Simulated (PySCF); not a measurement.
## Calculated data, CH6AlBN

All values are calculated (PySCF 2.14.0). Calculation on a computer-drawn molecule: the log of a Hartree-Fock and frozen-core CCSD(T) single point meant for a local Hartree-Fock minimum, with one planted fault or none, to be diagnosed. Offsets are logged minus clean, where the clean run is the same molecule without the fault. The reference is restricted for singlets and unrestricted otherwise, and also for a bond in bohr or an excited solution. Adding or removing an electron swaps singlet and doublet. The excited solution moves the top pair (singlet) or top alpha electron (doublet) to the lowest empty orbital. Highest occupied and lowest empty are orbital energies over both spins, largest force is the largest gradient component, triples share is (T) over the correlation energy, the T1 limit is 0.02 restricted and 0.045 unrestricted, electrons count all cores, a negative frequency is imaginary (commonest isotopes), and the dipole is about the centre of nuclear charge.

```json
{"formula": "CH6AlBN", "logged_structure": {"atoms_angstrom": [["B", 0.3283, -1.2777, 1.4262], ["C", 0.9791, -0.6431, 0.1434], ["N", 0.5852, -1.1866, -1.1533], ["Al", 2.4871, -2.0314, -3.7786], ["H", -0.5487, -2.0976, 1.3612], ["H", 0.6944, -0.9019, 2.5082], ["H", 0.7739, 0.441, 0.2114], ["H", 2.0692, -0.7031, 0.2521], ["H", -0.4101, -1.3076, -1.2096], ["H", 4.0611, -1.8484, -3.6054]]}, "given": {"meant_charge": 0, "meant_multiplicity": 2, "meant_basis": "cc-pV(D+d)Z", "logged_electrons": 37, "logged_basis_functions": 95, "logged_SCF_converged": "yes", "logged_spin_squared": 1.761, "logged_highest_occupied [eV]": -5.9274, "logged_lowest_empty [eV]": 0.85732, "logged_largest_force [hartree/bohr]": 0.022313, "logged_T1_diagnostic": 0.019624, "logged_D1_diagnostic": 0.089023, "logged_triples_share": 0.025355, "logged_CC_converged": "yes", "logged_dipole_magnitude [debye]": 3.3079, "logged_SCF_stable_within_its_kind": "yes", "logged_energy_HF [hartree]": -362.27156, "logged_energy_CCSD(T) [hartree]": -362.73962, "possible_faults": "no fault, one electron removed, one electron added, multiplicity raised by two, geometry at a saddle point, SCF held on an excited solution, minimal basis STO-3G, one bond length entered in bohr, all coordinates scaled", "drawn_bonds_atom": [1, 2, 3, 1, 1, 2, 2, 3, 4], "drawn_bonds_other_atom": [2, 3, 4, 5, 6, 7, 8, 9, 10], "drawn_bonds_order": [1, 1, 1, 1, 1, 1, 1, 1, 1]}, "results": {"planted_fault": "one bond length entered in bohr, row 3 of the drawn bonds", "HF_energy_offset_from_clean_run [kcal/mol]": 71.36, "CCSD(T)_energy_offset_from_clean_run [kcal/mol]": 94.96}}
```
